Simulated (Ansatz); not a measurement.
Ansatz (a quantum-chemistry and plane-wave program) input (RI-MP2/aug-cc-pV(Q+d)Z):
A basis named .json is the Basis Set Exchange file of that set.

Ansatz 0.2 input:
```yaml
crystal:
  periodic: [false, false, false]
  atoms:
    - {symbol: C, position_ang: [2.55575923, -1.06691316, -0.89235430]}
    - {symbol: C, position_ang: [1.72302134, -1.06063248, 0.14504292]}
    - {symbol: C, position_ang: [1.08802942, 0.15731652, 0.73738021]}
    - {symbol: Si, position_ang: [-0.67420123, 0.32746445, 0.13850086]}
    - {symbol: O, position_ang: [-1.47102616, -0.95157136, 0.78310740]}
    - {symbol: O, position_ang: [-0.70298550, 0.37219395, -1.50752720]}
    - {symbol: O, position_ang: [-1.42135707, 1.70576047, 0.62393763]}
    - {symbol: H, position_ang: [2.88712373, -0.14623634, -1.36054805]}
    - {symbol: H, position_ang: [2.95014199, -1.99067673, -1.29483647]}
    - {symbol: H, position_ang: [1.42331794, -2.00850325, 0.58245619]}
    - {symbol: H, position_ang: [1.08021855, 0.10647697, 1.82920517]}
    - {symbol: H, position_ang: [1.63295434, 1.05969454, 0.44787051]}
    - {symbol: H, position_ang: [-2.42548512, -0.98811011, 0.67939066]}
    - {symbol: H, position_ang: [-0.11136036, -0.24015949, -1.95604986]}
    - {symbol: H, position_ang: [-1.43600370, 2.43332215, -0.00305552]}
basis:
  gaussian:
    orbitals: aug-cc-pV_Q+d_Z.json
    fitting: {mean_field: def2-universal-jkfit, correlation: aug-cc-pVQZ-RIFIT.json}
magnetization: {spin_polarized: false}
correlation: {method: mp2, electrons: outside_noble_gas}
```

End of the output:

```
integrals: 3.91 GiB planned
728 factors; integrals over basis functions are off by at most 3.8e0 eV
3.33 GiB of device memory are held for the factors and their scratch space
mean field: 7.72 GiB planned
mean field evaluation 1: about -17193.4200 eV, gradient 6.4e1 eV
mean field evaluation 2: about -17199.1888 eV, gradient 3.5e1 eV
mean field evaluation 4: about -17201.1553 eV, gradient 1.3e0 eV
mean field -17201.16097689 eV, -632.1310065350 hartree, gradient 2.5e-6 eV, S^2 0.000000; 0 other end points of the search recorded, 0 dependent functions left out
11 core orbitals not correlated
1842 factors; their error is unknown
reference -17201.16097689 eV, -632.1310065350 hartree; 21, 21 occupied and 905, 905 virtual orbitals, 1842 factors
second order -39.43657019 eV of doubles, -0.00000000 eV of singles
Total energy: -17240.59754708 eV, -633.5802737583 hartree
```
